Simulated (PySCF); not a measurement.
# Computed records: B$_{2}$GeH$_{3}$O, CH$_{4}$BGeO, BGeH$_{3}$NO

All values are calculated (PySCF 2.14.0). Calculation on a computer-drawn molecule: optimised geometry and harmonic frequencies of an isolated molecule of the commonest isotopes, restricted reference for singlets and unrestricted otherwise, frozen core in MP2; on germanium a core potential holds 10 electrons, which the energies leave out, and 3d is frozen in MP2 and coupled-cluster steps.

(1) B$_{2}$GeH$_{3}$O

Start structure:
```xyz
7
B2GeH3O
O     -1.0784     2.7606     1.1266
B     -0.9772     1.5964     1.2195
B     -0.8304    -0.0953     1.3557
Ge    -0.6462    -2.2268     1.5281
H      0.7183    -2.4771     0.9162
H     -1.8314    -2.7132     0.7172
H     -0.7441    -2.4324     3.0270
```

Settings of this run: charge 1, multiplicity 1, method MP2, basis cc-pVDZ and basis and core potential on germanium cc-pVDZ-PP ECP10MDF.

The calculation gives: rotational constants 75.34, 1.173, 1.173 GHz; total energy -419.4492 hartree; convergence status largest gradient component 1.897e-05 hartree/bohr.

Drawn bonds:
| atom | other atom | order |
| --- | --- | --- |
| 1 | 2 | 2 |
| 2 | 3 | 1 |
| 3 | 4 | 1 |
| 4 | 5 | 1 |
| 4 | 6 | 1 |
| 4 | 7 | 1 |

Optimised structure:
```xyz
7
B2GeH3O
O     -1.0785     2.7640     1.1260
B     -0.9734     1.5531     1.2231
B     -0.8291    -0.1129     1.3574
Ge    -0.6480    -2.2063     1.5264
H      0.7232    -2.4642     0.9123
H     -1.8379    -2.7017     0.7124
H     -0.7457    -2.4198     3.0327
```

Modes:
| frequency (cm⁻¹) | reduced mass (dalton) |
| --- | --- |
| 115 | 5.772 |
| 115 | 5.772 |
| 279.2 | 17.03 |
| 324.1 | 2.524 |
| 324.3 | 2.526 |
| 554.7 | 1.74 |
| 554.8 | 1.739 |
| 778.4 | 1.05 |
| 871.5 | 1.025 |
| 871.5 | 1.025 |
| 941.8 | 10.21 |
| 1917 | 12.25 |
| 2230 | 1.009 |
| 2247 | 1.025 |
| 2247 | 1.025 |

(2) B$_{2}$GeH$_{3}$O

Start structure:
```xyz
7
B2GeH3O
O     -0.5854     0.9823     2.0961
B     -0.0682     0.7667     1.0914
B      0.6841     0.4475    -0.3798
Ge    -0.5387     0.2654    -1.8974
H      1.7548     0.7272    -0.4488
H     -1.7121    -0.7721    -1.5693
H      0.2333    -0.8186    -2.8442
```

It was run with charge -1, multiplicity 1, method HF, basis aug-cc-pVDZ and basis and core potential on germanium aug-cc-pVDZ-PP ECP10MDF.

The calculation gives: rotational constants 24.71, 1.715, 1.604 GHz; total energy -419.4228 hartree; convergence status largest gradient component 1.851e-05 hartree/bohr.

Drawn bonds:
| atom | other atom | order |
| --- | --- | --- |
| 1 | 2 | 2 |
| 2 | 3 | 1 |
| 3 | 4 | 1 |
| 3 | 5 | 1 |
| 4 | 6 | 1 |
| 4 | 7 | 1 |

Optimised structure:
```xyz
7
B2GeH3O
O     -0.5996     1.0711     2.2228
B     -0.0829     0.8309     1.1577
B      0.6571     0.5069    -0.3117
Ge    -0.3550    -0.2760    -1.7290
H      1.8212     0.7668    -0.4719
H     -1.8447    -0.6664    -1.6858
H      0.1717    -0.6349    -3.1341
```

Modes:
| frequency (cm⁻¹) | reduced mass (dalton) |
| --- | --- |
| 118 | 6.319 |
| 250 | 1.352 |
| 308.9 | 1.304 |
| 425.5 | 2.44 |
| 477.9 | 2.084 |
| 549 | 3.214 |
| 715.9 | 3.338 |
| 747.5 | 1.162 |
| 819.3 | 1.882 |
| 946.2 | 1.057 |
| 1041 | 2.165 |
| 1990 | 12.19 |
| 2122 | 1.023 |
| 2155 | 1.016 |
| 2633 | 1.092 |

(3) B$_{2}$GeH$_{3}$O

Start structure:
```xyz
7
B2GeH3O
O     -0.5996     1.0711     2.2228
B     -0.0829     0.8309     1.1577
B      0.6571     0.5069    -0.3117
Ge    -0.3550    -0.2760    -1.7290
H      1.8212     0.7668    -0.4719
H     -1.8447    -0.6664    -1.6858
H      0.1717    -0.6349    -3.1341
```

Here we set charge -1, multiplicity 1, method MP2, basis aug-cc-pVDZ and basis and core potential on germanium aug-cc-pVDZ-PP ECP10MDF.

Results for B$_{2}$GeH$_{3}$O: rotational constants 23.03, 1.738, 1.616 GHz; total energy -419.9029 hartree; convergence status largest gradient component 4.14e-05 hartree/bohr.

Drawn bonds:
| atom | other atom | order |
| --- | --- | --- |
| 1 | 2 | 2 |
| 2 | 3 | 1 |
| 3 | 4 | 1 |
| 3 | 5 | 1 |
| 4 | 6 | 1 |
| 4 | 7 | 1 |

Optimised structure:
```xyz
7
B2GeH3O
O     -0.6574     1.0538     2.2184
B     -0.0794     0.8253     1.1393
B      0.6899     0.5196    -0.3012
Ge    -0.3464    -0.2693    -1.7172
H      1.8590     0.7691    -0.4944
H     -1.8471    -0.6560    -1.6548
H      0.1491    -0.6440    -3.1421
```

Modes:
| frequency (cm⁻¹) | reduced mass (dalton) |
| --- | --- |
| 103 | 6.261 |
| 244.5 | 1.455 |
| 318.8 | 1.233 |
| 384.1 | 2.157 |
| 455.6 | 2.224 |
| 498.2 | 3.548 |
| 664.8 | 1.096 |
| 678.9 | 3.357 |
| 778.1 | 1.619 |
| 890.9 | 1.092 |
| 962.9 | 2.614 |
| 1797 | 12.03 |
| 2067 | 1.022 |
| 2089 | 1.018 |
| 2582 | 1.093 |

(4) CH$_{4}$BGeO

Start structure:
```xyz
8
CH4BGeO
O     -1.6706     0.4233    -1.3024
B     -0.9614    -0.2248    -0.5230
C     -0.0700    -1.1184     0.3879
Ge     1.5606    -0.0373     1.1074
H     -0.5845    -1.4882     1.2480
H      0.3494    -1.9733    -0.1095
H      1.9838    -0.9950     2.2143
H      0.8647     1.0947     1.9721
```

It was run with charge 0, multiplicity 2, method HF, basis cc-pVDZ and basis and core potential on germanium cc-pVDZ-PP ECP10MDF.

It finds rotational constants 18.74, 1.87, 1.736 GHz; total energy -433.1606 hartree; spin squared 0.7533; convergence status largest gradient component 1.499e-05 hartree/bohr.

Drawn bonds:
| atom | other atom | order |
| --- | --- | --- |
| 1 | 2 | 2 |
| 2 | 3 | 1 |
| 3 | 4 | 1 |
| 3 | 5 | 1 |
| 3 | 6 | 1 |
| 4 | 7 | 1 |
| 4 | 8 | 1 |

Optimised structure:
```xyz
8
CH4BGeO
O     -1.6082     0.3834    -1.3080
B     -0.9483    -0.2659    -0.5595
C     -0.0867    -1.0898     0.4085
Ge     1.4182    -0.0671     1.2183
H     -0.7169    -1.4657     1.2194
H      0.3280    -1.9499    -0.1217
H      2.2072    -1.0040     2.1427
H      0.8788     1.1400     1.9951
```

Modes:
| frequency (cm⁻¹) | reduced mass (dalton) |
| --- | --- |
| 112.5 | 1.173 |
| 128 | 5.908 |
| 387.1 | 2.366 |
| 455.5 | 9.861 |
| 548.2 | 1.272 |
| 598.6 | 1.341 |
| 712.1 | 2.095 |
| 830.5 | 1.545 |
| 887.9 | 2.483 |
| 925.4 | 1.095 |
| 1127 | 1.14 |
| 1189 | 1.549 |
| 1508 | 1.1 |
| 2152 | 9.569 |
| 2196 | 1.038 |
| 2210 | 1.026 |
| 3200 | 1.06 |
| 3261 | 1.101 |

(5) BGeH$_{3}$NO

Start structure:
```xyz
7
BGeH3NO
O     -0.0801    -1.2124    -0.6045
B      0.3762    -0.5391     0.2071
N      0.9194     0.2925     1.2851
Ge     0.2418     0.6341     2.8848
H      1.6635     0.8719     0.9108
H     -0.1457    -0.8035     3.3111
H      1.6523     0.8674     3.5383
```

It was run with charge 0, multiplicity 2, method HF, basis cc-pVDZ and basis and core potential on germanium cc-pVDZ-PP ECP10MDF.

Results for BGeH$_{3}$NO: rotational constants 27.48, 1.892, 1.783 GHz; total energy -449.1898 hartree; spin squared 0.7544; convergence status largest gradient component 1.35e-05 hartree/bohr.

Drawn bonds:
| atom | other atom | order |
| --- | --- | --- |
| 1 | 2 | 2 |
| 2 | 3 | 1 |
| 3 | 4 | 1 |
| 3 | 5 | 1 |
| 4 | 6 | 1 |
| 4 | 7 | 1 |

Optimised structure:
```xyz
7
BGeH3NO
O     -0.0919    -1.2886    -0.5865
B      0.3923    -0.5366     0.2102
N      0.9444     0.3217     1.1469
Ge     0.3914     0.5477     2.9152
H      1.6140     0.9786     0.7899
H     -0.2757    -0.7695     3.3228
H      1.6529     0.8576     3.7342
```

Modes:
| frequency (cm⁻¹) | reduced mass (dalton) |
| --- | --- |
| 89.22 | 1.261 |
| 140.2 | 8.004 |
| 323.2 | 1.199 |
| 491.5 | 12.02 |
| 563.7 | 10.26 |
| 609.6 | 1.561 |
| 748.9 | 1.274 |
| 783.9 | 1.633 |
| 900.8 | 1.028 |
| 1076 | 3.316 |
| 1328 | 1.493 |
| 2157 | 3.882 |
| 2183 | 1.222 |
| 2218 | 1.034 |
| 3806 | 1.075 |
